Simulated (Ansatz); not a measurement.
Input file for `[NH2][Ga]1[CH2]C[SiH2]1`:

```yaml
crystal:
  periodic: [false, false, false]
  atoms:
    - {symbol: N, position_ang: [-1.760149, 2.182832, -0.534518]}
    - {symbol: Ga, position_ang: [-0.599406, 0.880922, -0.051784]}
    - {symbol: C, position_ang: [-0.679722, -1.125937, 0.034294]}
    - {symbol: C, position_ang: [0.843725, -1.373100, -0.100202]}
    - {symbol: Si, position_ang: [1.640676, 0.253946, 0.520685]}
    - {symbol: H, position_ang: [-1.528554, 3.161325, -0.552317]}
    - {symbol: H, position_ang: [-2.719277, 2.017412, -0.789699]}
    - {symbol: H, position_ang: [-1.286083, -1.680069, -0.685072]}
    - {symbol: H, position_ang: [-1.029449, -1.403887, 1.034218]}
    - {symbol: H, position_ang: [1.187043, -2.277627, 0.410340]}
    - {symbol: H, position_ang: [1.113430, -1.482259, -1.156217]}
    - {symbol: H, position_ang: [1.886736, 0.208250, 1.993850]}
    - {symbol: H, position_ang: [2.931010, 0.638201, -0.123577]}
basis:
  gaussian: {orbitals: def2-TZVPP}
correlation: {method: ccsd_t}
```

```sh
$ ansatz run in.yaml --threads 2 --pin off --events-out ev --progress --plain --max-ram 22528MiB --backend cuda --devices 0, --max-vram 18GiB
```

Log, shortened:

```
Functional definition: HF
1736 factors; integrals over basis functions are off by at most 1.3e-3 eV
mean field evaluation 1: about -63861.2361 eV, gradient 4.8e1 eV
mean field evaluation 2: about -63861.4351 eV, gradient 4.8e1 eV
mean field evaluation 4: about -63867.1491 eV, gradient 4.5e0 eV
mean field evaluation 8: about -63867.2488 eV, gradient 4.3e-1 eV
mean field evaluation 16: about -63867.2501 eV, gradient 1.4e-6 eV
mean field -63867.25014740 eV, -2347.0781521399 hartree, gradient 1.4e-6 eV, S^2 0.000000; 0 other end points of the search recorded, 0 dependent functions left out
17 core orbitals not correlated: weight in the atoms' cores, before any rotation towards them, 1.000 or more for the frozen orbitals, at most 0.000 for the correlated occupied ones
reference -63867.25014740 eV, -2347.0781521399 hartree; 19, 19 occupied and 259, 259 virtual orbitals, 1736 factors
second order -24.88444251 eV of doubles, -0.00000000 eV of singles
cycle   1  -25.07641009 eV  change   -1.9e-1 eV  update   1.2e-1
cycle   2  -25.81210424 eV  change   -7.4e-1 eV  update   3.6e-2
cycle   3  -25.94465756 eV  change   -1.3e-1 eV  update   1.9e-2
cycle   4  -25.93374745 eV  change    1.1e-2 eV  update   5.0e-3
cycle   5  -25.93281637 eV  change    9.3e-4 eV  update   2.7e-3
cycle   6  -25.93298373 eV  change   -1.7e-4 eV  update   8.7e-4
cycle   7  -25.93273103 eV  change    2.5e-4 eV  update   4.1e-4
cycle   8  -25.93270714 eV  change    2.4e-5 eV  update   1.2e-4
cycle   9  -25.93274902 eV  change   -4.2e-5 eV  update   4.4e-5
perturbative correction -1.11869247 eV, -0.0411111899 hartree
Total energy: -63894.30158889 eV, -2348.0722742787 hartree
```

Hardware: 2 threads of an AMD EPYC 7R13 on a shared host and a share of an NVIDIA H100 80 GB. Wall time 3.7 s, peak host memory 0.88 GiB.

The correlation energy is -27.051 eV, 4.1 % of it from (T); the T1 diagnostic reads 0.0132.
